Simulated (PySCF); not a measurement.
F$_{3}$Sc, triplet, at a GFN2-xTB geometry (such geometries of metal compounds can be far from the true shape) (the multiplicity is a formal guess); BHANDHLYP/6-31G in PySCF.

Input for PySCF:
```python
from pyscf import gto, scf, dft

mol = gto.Mole()
mol.atom = '''
    Sc   -0.000000    0.000000   -0.000000
    F    -1.560224   -0.966981    0.065999
    F    -0.001033    1.698383   -0.699430
    F     1.561257   -0.731402    0.633431
'''
mol.basis = '6-31g'
mol.charge = 0
mol.spin = 2
mol.verbose = 4
mol.build()

mf = dft.UKS(mol)
mf.xc = 'bhandhlyp'
mf.kernel()
mf.analyze()
```

Task: Write the output that PySCF gives for this input, abridged.

Result: 
```
PySCF version 2.14.0

[INPUT] verbose = 4
[INPUT] num. atoms = 4
[INPUT] num. electrons = 48
[INPUT] charge = 0
[INPUT] spin (= nelec alpha-beta = 2S) = 2
[INPUT] symmetry False subgroup None
[INPUT] Mole.unit = angstrom
[INPUT] Symbol           X                Y                Z      unit          X                Y                Z       unit  Magmom
[...]
nuclear repulsion = 203.773964433995
number of shells = 26
number of NR pGTOs = 156
number of NR cGTOs = 54
basis = 6-31g
ecp = {}

******** <class 'pyscf.dft.uks.UKS'> ********
method = UKS
initial guess = minao
damping factor = 0
level_shift factor = 0
DIIS = <class 'pyscf.scf.diis.CDIIS'>
diis_start_cycle = 1
diis_space = 8
diis_damp = 0
SCF conv_tol = 1e-09
SCF conv_tol_grad = None
SCF max_cycles = 50
direct_scf = True
direct_scf_tol = 1e-13
number electrons alpha = 25  beta = 23
XC library pyscf.dft.libxc version 7.1.2
    S. Lehtola, C. Steigemann, M. J. T. Oliveira, and M. A. L. Marques,  SoftwareX 7, 1–5 (2018)
XC functionals = bhandhlyp
    A. D. Becke,  J. Chem. Phys. 98, 1372 (1993)
    Defined through Gaussian implementation.
radial grids:
    Treutler-Ahlrichs [JCP 102, 346 (1995); DOI:10.1063/1.469408] (M4) radial grids

becke partition: Becke, JCP 88, 2547 (1988); DOI:10.1063/1.454033
pruning grids: <function nwchem_prune>
grids dens level: 3
symmetrized grids: False
atomic radii adjust function: <function treutler_atomic_radii_adjust>
small_rho_cutoff = 0
Set gradient conv threshold to 3.16228e-05
tot grids = 63432
init E= -1059.8440717282

cycle= 1 E= -1059.94621740812  delta_E= -0.102  |g|= 0.387  |ddm|= 1.57

cycle= 2 E= -1059.98422915676  delta_E= -0.038  |g|= 0.284  |ddm|= 0.442

cycle= 3 E= -1060.00754555919  delta_E= -0.0233  |g|= 0.0512  |ddm|= 0.165

cycle= 4 E= -1060.00897607693  delta_E= -0.00143  |g|= 0.0132  |ddm|= 0.0633

cycle= 5 E= -1060.00913738701  delta_E= -0.000161  |g|= 0.00298  |ddm|= 0.0197

cycle= 6 E= -1060.00913322218  delta_E= 4.16e-06  |g|= 0.00548  |ddm|= 0.00606

cycle= 7 E= -1060.00914439005  delta_E= -1.12e-05  |g|= 0.000261  |ddm|= 0.00403

cycle= 8 E= -1060.00914446607  delta_E= -7.6e-08  |g|= 5.47e-05  |ddm|= 0.00054

cycle= 9 E= -1060.00914446586  delta_E= 2.19e-10  |g|= 0.000102  |ddm|= 0.000141

cycle= 10 E= -1060.0091444699  delta_E= -4.04e-09  |g|= 1.46e-05  |ddm|= 8.15e-05

cycle= 11 E= -1060.00914447014  delta_E= -2.46e-10  |g|= 1.06e-05  |ddm|= 3.8e-05

Extra cycle  E= -1060.00914447011  delta_E= 3.37e-11  |g|= 1.67e-05  |ddm|= 1.72e-05
converged SCF energy = -1060.00914447011  <S^2> = 2.0245681  2S+1 = 3.0163343
**** SCF Summaries ****
Total Energy =                       -1060.009144470108595
Nuclear Repulsion Energy =             203.773964433995104
One-electron Energy =                -1866.679096864701933
Two-electron Energy =                  602.895987960598177
Two-electron Coulomb Energy =          673.301310713766270
DFT Exchange-Correlation Energy =      -70.405322753168036
**** MO energy ****
                             alpha | beta                alpha | beta
[...]
To work with the spin densities directly, `use mulliken_meta_spin()` only printing them here.

 ** Mulliken spin pop alpha/beta on meta-lowdin orthogonal AOs **
 ** Mulliken Spin Density (per AO)  **
spin_pop of  0 Sc 1s        0.00000
spin_pop of  0 Sc 2s        0.00000
spin_pop of  0 Sc 3s        0.00000
spin_pop of  0 Sc 4s        0.37250
spin_pop of  0 Sc 5s        0.00215
spin_pop of  0 Sc 2px      -0.00000
spin_pop of  0 Sc 2py      -0.00000
spin_pop of  0 Sc 2pz      -0.00000
spin_pop of  0 Sc 3px      -0.00010
spin_pop of  0 Sc 3py      -0.00009
spin_pop of  0 Sc 3pz      -0.00003
spin_pop of  0 Sc 4px      -0.00773
spin_pop of  0 Sc 4py      -0.00690
spin_pop of  0 Sc 4pz      -0.00136
spin_pop of  0 Sc 5px      -0.00016
spin_pop of  0 Sc 5py      -0.00014
spin_pop of  0 Sc 5pz      -0.00000
spin_pop of  0 Sc 3dxy     -0.01997
spin_pop of  0 Sc 3dyz      0.20536
spin_pop of  0 Sc 3dz^2     0.33012
spin_pop of  0 Sc 3dxz      0.04906
spin_pop of  0 Sc 3dx2-y2   -0.02469
spin_pop of  0 Sc 4dxy     -0.00164
spin_pop of  0 Sc 4dyz     -0.00022
spin_pop of  0 Sc 4dz^2     0.00010
spin_pop of  0 Sc 4dxz     -0.00034
spin_pop of  0 Sc 4dx2-y2   -0.00163
spin_pop of  1 F 1s       -0.00000
spin_pop of  1 F 2s        0.00265
spin_pop of  1 F 3s       -0.00053
spin_pop of  1 F 2px       0.08847
spin_pop of  1 F 2py       0.21363
spin_pop of  1 F 2pz       0.06551
spin_pop of  1 F 3px      -0.00019
spin_pop of  1 F 3py      -0.00054
spin_pop of  1 F 3pz      -0.00023
spin_pop of  2 F 1s       -0.00000
spin_pop of  2 F 2s        0.00265
spin_pop of  2 F 3s       -0.00053
spin_pop of  2 F 2px       0.35208
spin_pop of  2 F 2py       0.00243
spin_pop of  2 F 2pz       0.01290
spin_pop of  2 F 3px      -0.00089
spin_pop of  2 F 3py       0.00002
spin_pop of  2 F 3pz      -0.00009
spin_pop of  3 F 1s       -0.00000
spin_pop of  3 F 2s        0.00265
spin_pop of  3 F 3s       -0.00053
spin_pop of  3 F 2px       0.08800
spin_pop of  3 F 2py       0.25682
spin_pop of  3 F 2pz       0.02242
spin_pop of  3 F 3px      -0.00019
spin_pop of  3 F 3py      -0.00065
spin_pop of  3 F 3pz      -0.00012
 ** Mulliken Spin Density (per atom)  **
spin density of  0 Sc =      0.89429
spin density of  1 F =      0.36876
spin density of  2 F =      0.36855
spin density of  3 F =      0.36839
 ** Mulliken pop alpha/beta on meta-lowdin orthogonal AOs **
 ** Mulliken pop       alpha | beta **
In total            25.00000 | 23.00000
 ** Mulliken atomic charges   ( Nelec_alpha | Nelec_beta ) **
charge of  0Sc =      0.98599  (    10.45415      9.55986 )
charge of  1F =     -0.32854  (     4.84865      4.47989 )
charge of  2F =     -0.32867  (     4.84861      4.48006 )
charge of  3F =     -0.32878  (     4.84859      4.48019 )
Dipole moment(X, Y, Z, Debye): -0.00162, -0.00027, -0.00030
```
